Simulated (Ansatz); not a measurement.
Series GeH2X2: binding per atom (eV) at several levels, gas phase, relaxed structures; Ansatz. Core potentials for I in the def2 sets, no spin–orbit coupling. Binding counts from free atoms in the multiplicity of their measured ground term, without zero-point energy. A dash marks a value that wasn't run or was left out as unsound. The structures are stationary points that may keep the symmetry of their start. Correlated methods freeze inner cores and use unrestricted references for open shells.

```
              species    state             geometry  PBE-D4/def2-SVP  PBE-D4/def2-TZVP  PBE0-D4/def2-SVP  PBE0-D4/def2-TZVP  MP2/def2-TZVP  CCSD(T)/def2-TZVPP
    GeBr2H2 (GeH2Br2)  singlet    B3LYP-D4/def2-SVP             2.55              2.55              2.52               2.53           2.50                2.51
    GeCl2H2 (GeH2Cl2)  singlet  r2SCAN-D4/def2-TZVP             2.73              2.74              2.71               2.73           2.70                2.70
      GeI2H2 (GeH2I2)  singlet     PBE0-D4/def2-SVP             2.32              2.33              2.30               2.31           2.29                2.29
      GeF2H2 (GeH2F2)  singlet  r2SCAN-D4/def2-TZVP             3.30              3.30              3.19               3.20           3.29                3.24
 Ge(CN)2H2 (C2H2GeN2)  singlet   r2SCAN-D4/def2-SVP             4.54              4.52              4.35               4.33           4.36                4.22
   Ge(SH)2H2 (GeH4S2)  singlet     PBE-D4/def2-TZVP             2.82              2.84              2.79               2.81           2.70                2.77
   Ge(OH)2H2 (GeO2H4)  singlet  r2SCAN-D4/def2-TZVP             3.37              3.38              3.27               3.30           3.32                3.32
  Ge(CCH)2H2 (C4H4Ge)  singlet     PBE0-D4/def2-SVP             4.39              4.37              4.30               4.27              –                   –
  Ge(NH2)2H2 (GeN2H6)  singlet    PBE0-D4/def2-TZVP             3.21              3.23              3.15               3.16           3.06                3.13
Ge(SiH3)2H2 (Si2GeH8)  singlet      PBE-D4/def2-SVP             2.80              2.81              2.81               2.82           2.70                2.82
  Ge(GeH3)2H2 (Ge3H8)  singlet   r2SCAN-D4/def2-SVP             2.62              2.62              2.63               2.63           2.53                   –
     GeMe2H2 (C2H8Ge)  singlet      PBE-D4/def2-SVP             3.56              3.55              3.55               3.53           3.42                3.49
Ge(CF3)2H2 (C2H2F6Ge)  singlet   r2SCAN-D4/def2-SVP             4.11              3.99              3.90               3.81           3.86                   –
Ge(vinyl)2H2 (C4H8Ge)  singlet      PBE-D4/def2-SVP             4.06              4.03              4.01               3.97              –                   –
```
